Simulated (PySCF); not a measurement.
Precursor series Ta Cl-F. Gas-phase values, no solvent.

Level of theory: PBE-D3(BJ)/def2-TZVP // PBE-D3(BJ)/def2-SVP (PySCF). All candidates: neutral, multiplicity 1. 

The dipole moment comes out as 0.68 D and the HOMO–LUMO gap is 4.83 eV. The HOMO comes out as -8.75 eV.

Task: Which member has these values?
(A) [Ta(Cl)4(F)]
(B) [Ta(Cl)3(F)2]
(C) [Ta(Cl)2(F)3]
(D) [Ta(Cl)5]

Result: C, [Ta(Cl)2(F)3]. The others give [Ta(Cl)3(F)2]: 0.68 D, 3.87 eV, -8.14 eV; [Ta(Cl)4(F)]: 0.15 D, 3.82 eV, -8.02 eV; [Ta(Cl)5]: 0.00 D, 3.37 eV, -7.84 eV
